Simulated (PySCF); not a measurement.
Computed IR spectrum (relative IR intensity) of a molecule C2H6BFO2. Coordinates come from a PBE0-D3(BJ)/def2-SVP optimisation. Other conformers were not sampled. The numbers are results of PBE0-D3(BJ)/def2-SVP (PySCF), not measurements. Harmonic, unscaled wavenumbers; measured fundamentals usually lie a few per cent lower.

Lines under 2 % of the strongest are left out, and lines within 2 cm⁻¹ are merged.

| ν (cm⁻¹) | relative intensity |
|---|---|
| 393 | 3.0 |
| 455 | 5.7 |
| 510 | 19 |
| 532 | 2.3 |
| 687 | 20 |
| 798 | 2.5 |
| 837 | 2.8 |
| 1002 | 25 |
| 1164 | 8.1 |
| 1194 | 2.3 |
| 1370 | 7.0 |
| 1414 | 27 |
| 1447 | 77 |
| 1459 | 17 |
| 1473 | 9.0 |
| 1483 | 17 |
| 1557 | 100 |
| 3061 | 2.7 |
| 3067 | 8.1 |
| 3125 | 3.4 |
| 3162 | 3.8 |
| 3167 | 4.3 |
| 3929 | 26 |

Pick the molecule that these values belong to.
A. OCCB(O)F
B. COCB(O)F
C. C[C@@H](O)B(O)F
D. CCOB(O)F

D, CCOB(O)F
